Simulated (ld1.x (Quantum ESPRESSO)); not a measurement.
# chlorine (Cl), PAW: configuration errors across variants

* Element: chlorine
* Generator: ld1.x (Quantum ESPRESSO) 7.5
* Type: PAW
* Functional: PBEsol
* Relativity: non-relativistic
* Frozen core: [Ne]
* Valence charge: 7
* Reference configuration: 3s2 3p4 (charge +1)
* Partial waves: 3s (bound): rcut 0.90, rcutus 1.10 bohr; 3s channel at -1.9 Ry: rcut 0.90, rcutus 1.10 bohr; 3p (bound): rcut 1.00, rcutus 1.30 bohr; 3p channel at 2.4 Ry: rcut 1.00, rcutus 1.30 bohr
* Local potential: all-electron potential smoothed inside 1.30 bohr (lloc = -2)
* Core correction: a·sin(br)/r model core inside 0.55 bohr
* Augmentation charge: PSQ, radius 1.00 bohr

All-electron excitation energies from the reference (eV): (1) 3s2 3p5 -13.851; (2) 3s2 3p3 25.410; (3) 3s2 3p2 63.671; (4) 3s2 3p5.3 -15.983; (5) 3s1 3p5 12.478; (6) 3s2 3p1 115.862; (7) 3s1 3p6 -1.917.

3 further variants failed, have other tests or too few solved ones, and are left out.

A true bound ghost makes a file unfit for plane-wave use even where its test errors are small: the radial tests pick states by their node count and pass the ghost by.

Errors AE − PS in meV (a dash: test not solved or not reliable):

```csv
change,(1),(2),(3),(4),(5),(6),(7),bound ghosts
base,-0.4,-2.5,-18,-0.5,-0.2,-70,-0.3,s
"all radii but the core radius scaled by about 1.27 (s 1.40, p 1.66 bohr, rcut 1.14/1.28); local potential all-electron potential smoothed inside 1.66 bohr (lloc = -2); augmentation PSQ, radius 1.28 bohr",-0.3,-2.3,-17,-0.3,-0.1,-65,0.0,none
type TM; waves now 3s (bound): rc 1.10 bohr; 3p (bound): rc 1.30 bohr; local potential all-electron potential smoothed inside 1.15 bohr (lloc = -2),+5.5,+13,+69,+7.9,-0.4,+202,+2.5,none
```

Q: Give the same row for: core correction a·sin(br)/r model core inside 1.12 bohr.

A: -0.4, -2.4, -18, -0.5, -0.1, -67, -0.2; bound ghosts: s.
